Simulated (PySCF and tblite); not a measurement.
Values are calculated unless marked as measured or tabulated.
Rearrangement: stationary points, barriers and rates

System: C₈H₈, numbered as in [CH:1]1=[CH:2][C@@H:3]2[C@@H:4]3[CH:5]=[CH:6][C@H:7]1[C@H:8]23.

Motion: Cope rearrangement (breaking C3–C4, making C1–C6). Geometries: B3LYP-D3(BJ)/def2-SVP; energies: PBE0/pcSseg-1 + D3(BJ), IEF-PCM methanol; zero-point and thermal terms from GFN2-xTB harmonic modes (soft modes blended into free rotors). Rates follow Eyring's equation with the number of equivalent paths and no tunnelling. (PySCF 2.14 with density fitting, tblite 0.8.)

| point | symmetry | E(GFN2) kcal/mol | E(DFT) kcal/mol | ZPE change kcal/mol | lowest mode cm⁻¹ | dipole D |
| --- | --- | --- | --- | --- | --- | --- |
| start | Cs | 0.0 | 0.0 | 0.00 | 292 | 0.33 |
| saddle | C2v | 6.3 | 7.6 | -0.99 | 413i | 0.09 |
| end | Cs | 0.0 | 0.0 | 0.00 | 292 | 0.33 |

| Property | Result |
| --- | --- |
| Electronic barrier | 7.6 kcal/mol |
| Barrier with zero-point energy | 6.6 kcal/mol |
| ΔH‡ (298 K) | 6.4 kcal/mol |
| ΔS‡ (298 K, symmetry apart) | -1.1 cal/(mol K) |
| Paths | 1 equivalent path |
| End point | the same structure with atoms interchanged, or its mirror image |
| Mean lifetime of the start against this motion at 298 K | 14 ns |
| Cost | 3.4 min on 1 thread of Arm Neoverse V1 (shared host) (rough), peak memory 1 GiB, launched as `OMP_NUM_THREADS=1 python ens_run.py task.json out` |

```tsv
T/K	ΔG‡ kcal/mol	k s⁻¹
200	6.7	2.2×10⁵
250	6.7	7.2×10⁶
298	6.8	7×10⁷
350	6.8	4.1×10⁸
400	6.9	1.4×10⁹
```

ΔG and ΔG‡ leave out symmetry numbers and mirror images; rates count paths: 1 out.
